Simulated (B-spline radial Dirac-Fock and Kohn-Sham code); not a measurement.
**Satellites and hypersatellites of the K lines of Hf⁴⁺**

System: the Hf⁴⁺ ion, configuration 1s2 2s2 2p6 3s2 3p6 3d10 4s2 4p6 4d10 4f14 5s2 5p6.

The computed values come from a radial finite-basis atomic code: Dirac-Fock energy differences between relaxed states, corrected for Breit and QED terms. Each two-hole energy is an average over J within one jj subconfiguration, not an observable level; in light atoms, where LS coupling holds, the j-resolved values are not observed lines, and for a K spectator the Kα1 hypersatellite is nearly forbidden. Electron correlation is not included.

Lines without a spectator: Kα2 (K-L2) 54601.4 eV, Kα1 (K-L3) 55779.8 eV, Kβ3 (K-M2) 62972.0 eV, Kβ1 (K-M3) 63227.9 eV. Shifts in eV with one spectator hole (a dash: not computed, or left out as unreliable):

```tsv
spectator hole	Kα2	Kα1	Kβ3	Kβ1
K (1s)	+942.0	+1009.0	+1218.4	+1233.9
L2 (2p1/2)	+118.9	+159.2	–	+305.9
L3 (2p3/2)	+92.2	+100.2	+234.3	–
M2 (3p1/2)	–	+24.89	+48.7	+57.6
M3 (3p3/2)	+14.03	–	+42.1	+42.5
M4 (3d3/2)	+4.78	+1.39	–	–
M5 (3d5/2)	-0.45	+3.42	–	–
```
